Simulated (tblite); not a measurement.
C4H5AlOSe2.
SMILES with atom numbers: `[AlH2:1][c:2]1[cH:3][o:4][se:5][cH:6][cH:7][se:8]1` (hydrogens: H9, H10 on Al1; H11 on C3; H12 on C6; H13 on C7)

Computed with GFN2-xTB (tblite), gas phase: L-BFGS steps from a force-field or distance-geometry start until the largest atomic force falls under 0.01 eV/Å.

The end geometry, which sets the zero of energy:
```
atom  x, y, z in Å
Al1     2.8071   -0.8438    0.6123
C2      0.9217   -0.2471    0.3753
C3      0.9258    0.8812   -0.3669
O4     -0.0692    1.6844   -0.7213
Se5    -1.4950    1.1656   -1.8280
C6     -2.5943    0.3141   -0.5649
C7     -2.2449   -0.5276    0.4111
Se8    -0.5957   -1.1461    1.0927
H9      3.9067    0.1357    0.1517
H10     3.1899   -2.2080    1.2271
H11     1.9178    1.2349   -0.6967
H12    -3.6441    0.5146   -0.7368
H13    -3.0301   -0.9574    1.0267
```

Question: These geometries come from the run, each turned onto the end geometry. Order them by energy, lowest first.
A.
```
atom  x, y, z in Å
Al1     2.7769   -0.8999    0.6105
C2      1.0074    0.0142    0.4606
C3      0.8961    1.0413   -0.4100
O4     -0.2003    1.7243   -0.7124
Se5    -1.5192    1.0754   -1.8916
C6     -2.5539    0.1621   -0.6220
C7     -2.1525   -0.4751    0.4802
Se8    -0.4949   -0.7591    1.3594
H9      4.0889   -0.0929    0.7089
H10     2.8423   -2.4493    0.6215
H11     1.8213    1.3951   -0.8773
H12    -3.6066    0.1664   -0.8756
H13    -2.9098   -0.9020    1.1302
```
B.
```
atom  x, y, z in Å
Al1     2.8110   -0.8481    0.6290
C2      0.9539   -0.1397    0.4235
C3      0.9290    0.9444   -0.3799
O4     -0.0935    1.6888   -0.7807
Se5    -1.5063    1.0857   -1.8677
C6     -2.6000    0.2694   -0.5745
C7     -2.2202   -0.5193    0.4314
Se8    -0.5557   -1.0466    1.1424
H9      3.9872    0.0944    0.3213
H10     3.0247   -2.3345    1.0280
H11     1.9056    1.3240   -0.7153
H12    -3.6554    0.4296   -0.7422
H13    -2.9846   -0.9475    1.0670
```
C.
```
atom  x, y, z in Å
Al1     2.8063   -0.8529    0.6159
C2      0.9398   -0.1908    0.4044
C3      0.9308    0.9030   -0.3878
O4     -0.0800    1.6880   -0.7407
Se5    -1.5170    1.1691   -1.8317
C6     -2.5993    0.2934   -0.5687
C7     -2.2344   -0.5241    0.4232
Se8    -0.5745   -1.0641    1.1587
H9      3.9505    0.1249    0.2505
H10     3.1193   -2.2795    1.1260
H11     1.9182    1.2522   -0.7376
H12    -3.6528    0.4592   -0.7617
H13    -3.0113   -0.9781    1.0318
```
D.
```
atom  x, y, z in Å
Al1     2.6650   -0.9041    0.6657
C2      0.9206    0.0362    0.4782
C3      0.9066    0.9524   -0.5146
O4     -0.0247    1.8156   -0.9264
Se5    -1.6909    1.4518   -1.6685
C6     -2.5070    0.2080   -0.5343
C7     -2.1098   -0.4765    0.5351
Se8    -0.5436   -0.4246    1.6234
H9      3.9437   -0.0743    0.8647
H10     2.8243   -2.4335    0.4810
H11     1.8708    1.1030   -1.0226
H12    -3.4663   -0.0555   -0.9703
H13    -2.7931   -1.1979    0.9707
```
E.
```
atom  x, y, z in Å
Al1     2.7302   -0.8855    0.6098
C2      0.9863    0.0357    0.4972
C3      0.9166    0.9960   -0.4499
O4     -0.1172    1.7769   -0.7203
Se5    -1.5705    1.2496   -1.7951
C6     -2.5132    0.1787   -0.5835
C7     -2.1017   -0.4991    0.4905
Se8    -0.5029   -0.5404    1.5300
H9      3.9970   -0.0361    0.8182
H10     2.7392   -2.4285    0.5307
H11     1.8169    1.1547   -1.0575
H12    -3.5452    0.0951   -0.9059
H13    -2.8396   -1.0967    1.0182
```

Answer: C (0.004 eV), B (0.014 eV), A (0.049 eV), E (0.121 eV), D (0.246 eV).

In the order of the answer:

```csv
step,E above end (eV),largest force (eV/Å),rms force component (eV/Å),rms distance from end (Å),rms bond change (Å),bond most changed (Å)
79,0.004,0.08,0.028,0.066,0.002,Al1–H9 +0.006
72,0.014,0.26,0.065,0.120,0.004,Al1–H10 +0.009
43,0.049,0.12,0.045,0.351,0.005,C2–Se8 +0.010
26,0.121,0.34,0.099,0.430,0.008,C7–Se8 +0.019
16,0.246,0.36,0.136,0.493,0.009,C7–Se8 +0.019
```

What follows is the cost of the whole relaxation. Hardware: one thread of an Arm Neoverse V1 (shared host). Cost: 0.81 s.
